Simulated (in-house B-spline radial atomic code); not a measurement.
Results of a calculation; reference values are marked as such.
Correlation energy from the adiabatic connection: ω²r²/2 − Z/r, ω = 0.011, Z = 1

Two electrons in a singlet, external potential ω²r²/2 − Z/r, ω = 0.011, Z = 1 (atomic units). Full CI in B-splines (partial waves to l = 8, correlation up to 0.6 % small) with the density held fixed gives W(λ) = <V_ee>_λ − U, and E_c is the integral of W(λ) − W(0) from 0 to 1.

```csv
λ,W(λ) − W(0) (hartree)
0,0.00000
0.02,-0.00244
0.05,-0.00597
0.12,-0.01364
0.25,-0.02602
0.4,-0.03787
0.6,-0.05066
0.8,-0.06090
1,-0.06929
```

Q: Integrate the table by the trapezoid rule.

A: The strips give -0.00002, -0.00013, -0.00069, -0.00258, -0.00479, -0.00885, -0.01116, -0.01302, which sum to -0.04123 hartree. The direct value, W(1) − W(0) + T_c with T_c = 0.02789, is -0.04140; the curve is convex, so chords lie above it and the trapezoids fall short in size by 0.41 %.

Q: Now use only three numbers: W(0) = -0.38523, the initial slope W'(0) = -0.1238 (extrapolated from the first points) and the strong-coupling limit of the point-charge-plus-continuum model, W∞ = -0.56118. What do second-order theory and the interpolation W(λ) = W∞ + (W(0) − W∞)/√(1 + 2χλ) of Seidl, Perdew and Levy give?

A: Second order keeps the slope alone: E_c = W'(0)/2 = -0.06190, +49 % in size against -0.04140. Matching the slope fixes χ = W'(0)/(W∞ − W(0)) = -0.1238/(-0.17595) = 0.70361. Integrating, with s = √(1 + 2χ) = 1.551521, E_c = −(W(0) − W∞)(s − 1)/(s + 1) = −0.17595 × 0.551521/2.551521 = -0.03803 hartree, -8.1 % in size against the full result. At λ = 1 the formula gives W − W(0) = -0.06255 against -0.06929. Part of the miss can come from the model's W∞.
